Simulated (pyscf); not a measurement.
`[F][N][F]` [doublet] + `[F][SiH2][F]` → `[F][NH][F]` + `[F][SiH][F]` [doublet], a hydrogen abstraction (doublet surface; H–Si broken, H–N formed). Structures and frequencies: ωB97X-D3(BJ)/def2-SVP in PySCF. Energies in kJ/mol from the separated reactants.

Small-basis levels: PySCF, no dispersion term, spherical d functions. AM1 to PM7: differences of heats of formation from MOPAC. GFN2-xTB: tblite. Open shells are spin-unrestricted. 

| level | barrier | reaction energy |
|---|---|---|
| HF/6-31G* | … | +129.5 |
| MP2/6-31G* | 130.9 | +88.4 |
| SVWN5/6-31G* | 38.0 | +88.7 |
| B3LYP/LANL2DZ | 83.5 | +61.0 |
| M06-2X/6-31G* | 106.3 | +90.4 |
| B3LYP/6-311+G** | … | +81.0 |
| PBE/def2-SVP | 71.1 | +87.1 |
| B3LYP/def2-SVP | 102.7 | +94.2 |
| GFN2-xTB | 66.1 | +74.1 |
| AM1 | 98.0 | -5.3 |
| PM3 | 49.8 | +3.2 |
| PM7 | 97.8 | +35.5 |
| ωB97M-D3(BJ)/def2-TZVP | … | +91.1 |

Q: Complete the blanks.

A: 
- HF/6-31G*, barrier: 199.7
- B3LYP/6-311+G**, barrier: 103.4
- ωB97M-D3(BJ)/def2-TZVP, barrier: 115.9

Against the last row the barrier runs from -77.9 (SVWN5/6-31G*) to +83.8 kJ/mol (HF/6-31G*). At SVWN5/6-31G*, PBE/def2-SVP, GFN2-xTB this geometry lies under one side, so the entry may be no barrier of that level: it is a single point on another level's saddle. ωB97M-D3(BJ)/def2-TZVP has limits of its own. This is the saddle that the search found; another between the same sides may lie lower. The angle at the transferred H is 157°.
